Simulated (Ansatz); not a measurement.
Reaction (atomization): `[GeH3][SiH2][GeH3]` → 2 Ge• + 8 H• + Si•

Computed with Ansatz on PBE0-D4/def2-TZVP structures; ΔE is electronic, products minus reactants. CCSD(T)/CBS adds triple-zeta CCSD(T) − MP2 to the extrapolated MP2 energy (def2 sets, frozen cores). This one scheme is used for every species, atoms too. Functionals use def2-TZVPP. Open shells (•) are unrestricted, without spin–orbit coupling. Spin–orbit coupling would lower the free atoms: a little for Si; clearly for Ge. For Ge outer-core shells are correlated without core-valence functions, so the limit isn't a true one: a few kJ/mol of doubt a bond, and 10 to 20 or more in all where bonds break to atoms. Scalar relativity is left out up to krypton.

```json
{"level": "ωB97X-V", "ΔE (kJ/mol)": "2960.7"}
{"level": "PBE", "ΔE (kJ/mol)": "2851.1"}
{"level": "BHLYP", "ΔE (kJ/mol)": "2865.0"}
{"level": "MP2/def2-QZVPP", "ΔE (kJ/mol)": "2857.5"}
```

What does CCSD(T)/CBS give? (An estimate is asked.)

The calculation gave: +2946.4 kJ/mol. The listed levels differ from it by 14.3, -95.3, -81.4, -88.9 kJ/mol.

Largest T1 diagnostic among the species: 0.012.

From BLYP to BHLYP (50 % exact exchange), in def2-TZVPP and without D4, ΔE moves by +48.6 kJ/mol. The D4 term adds +37.3 kJ/mol with B3LYP and +19.8 kJ/mol with PBE0; it sums over pairs of atoms, weighted by their polarisabilities, and B3LYP, whose exchange is more repulsive, gets the larger term. In def2-TZVPP, CCSD(T) changes the Hartree–Fock value by +701.6 kJ/mol (the triples alone add +24.4 kJ/mol) and MP2 by +634.1 kJ/mol; breaking electron pairs costs correlation energy, which Hartree–Fock lacks.

B3LYP here is the variant with VWN-RPA as its local correlation; programs differ in this.

For atomizations the MP2-based limit and the directly extrapolated one differ by several kJ/mol either way, and by 10 to 25 for some Ge, Se and Sn compounds, so smaller differences from it don't rank the levels.
